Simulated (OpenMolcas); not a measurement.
## Rh5+ in a point-charge field

Rh5+ among 4 point charges of -1 e arranged as a tetrahedron (Td), 2.08 Å from the ion.
```
   1.2009    1.2009    1.2009  -1.00
   1.2009   -1.2009   -1.2009  -1.00
  -1.2009    1.2009   -1.2009  -1.00
  -1.2009   -1.2009    1.2009  -1.00
```

* Program: OpenMolcas 26.06
* Method: SS-CASPT2, IPEA 0.25 Eh, imaginary shift 0.1 Eh (closed shells correlated: 4s 4p)
* Basis: ANO-RCC-VDZP [6s5p3d1f]
* Scalar Hamiltonian: DKH2, point nucleus
* Active space: 4 electrons in 5 orbitals (4d)
* State averaging: 2S+1 = 5 even, 5 roots; 2S+1 = 3 even, 45 roots; 2S+1 = 1 even, 50 roots
* Spin-orbit coupling: state interaction with AMFI integrals over the reference wave functions

The lowest spin-free states (labels of Td), above the lowest:

| State | Degeneracy | E (cm-1) | Free-ion L (%) |
| --- | --- | --- | --- |
| 5T2 | 3 | 0 | D (100) |
| 5E | 2 | 1190 | D (100) |
| 3T1 | 3 | 20700 | H (96) |
| 3T2 | 3 | 20980 | H (98) |
| 3T1 | 3 | 21340 | H (93) |
| 3E | 2 | 21560 | H (100) |
| 3T1 | 3 | 21830 | P (72) |
| 3T2 | 3 | 22840 | F (92) |
| 3T1 | 3 | 23060 | F (68) |
| 3A2 | 1 | 23280 | F (100) |
| 3T2 | 3 | 24460 | G (93) |
| 3E | 2 | 25140 | G (99) |
| 3A1 | 1 | 25600 | G (100) |
| 3T1 | 3 | 25600 | G (93) |
| 3T2 | 3 | 30090 | D (100) |
| 3E | 2 | 30680 | D (100) |
| 1A1 | 1 | 30790 | I (82) |
| 1T1 | 3 | 30790 | I (91) |
| 1A1 | 1 | 30980 | G (80) |
| 1T2 | 3 | 31150 | I (99) |

The lowest levels with spin-orbit coupling:

| E (cm-1) | Degeneracy | Label | 2S+1 |
| --- | --- | --- | --- |
| 0 | 1 | A1 | 5 |
| 690 | 3 | T1 | 5 |
| 1640 | 3 | T2 | 5 |
| 1990 | 2 | E | 5 |
| 2910 | 3 | T1 | 5 |
| 3360 | 3 | T2 | 5 |
| 3980 | 1 | A2 | 5 |
| 4750 | 3 | T2 | 5 |
| 4950 | 2 | E | 5 |
| 5020 | 3 | T1 | 5 |
| 5090 | 1 | A1 | 5 |
| 19420 | 1 | A1 | 3 (89 %) |
| 21470 | 3 | T1 | 3 |
| 21510 | 2 | E | 3 |
| 21530 | 1 | A1 | 3 |
| 21740 | 3 | T2 | 3 |
| 22670 | 3 | T1 | 3 |
| 23150 | 3 | T2 | 3 |
| 23260 | 3 | T1 | 3 |
| 23330 | 2 | E | 3 |

Powder χT (cm3 K/mol): 0.00312 at 2 K, 0.0156 at 10 K, 0.0779 at 50 K, 0.156 at 100 K, 0.317 at 200 K, 0.48 at 300 K. The effective moment at 300 K is 2.828 √(χT) = 1.96 μB.

The lowest level has 2S+1 = 5, for which the spin-only value is χT = S(S+1) / 2 = 3.000 cm3 K/mol (g = 2). The computed 0.480 at 300 K differs by -2.520, through orbital momentum, spin-orbit coupling and any other state in reach. With a threefold ground state the orbital momentum is unquenched, so the spin-only value is not expected to hold.

Roots that are degenerate in the reference are averaged as groups; the widest CASPT2 spread within a group is 240 cm-1 (the 3-fold group of multiplicity 3 near 51000 cm-1 above the lowest state of its run). Shifts and gaps below about the spread of the groups concerned are not significant. Spin-orbit coupling mixes the spin-free states strongly: the lowest level takes only 68 % from its leading state, 5T2. Point charges give a weaker field than real ligands, and real ions of this kind are as a rule low spin; the high spin found here belongs to the model. The ground term spreads over less than 5000 cm-1, several times less than with real ligands, so orbital moments are less quenched and χT lies further from the spin-only value than at real sites. Free-ion shares, where given, are those of the reference states; single-state CASPT2 does not remix them. Point charges carry no covalency, so the field is a model and not that of real ligands. No measured value stands beside these numbers.
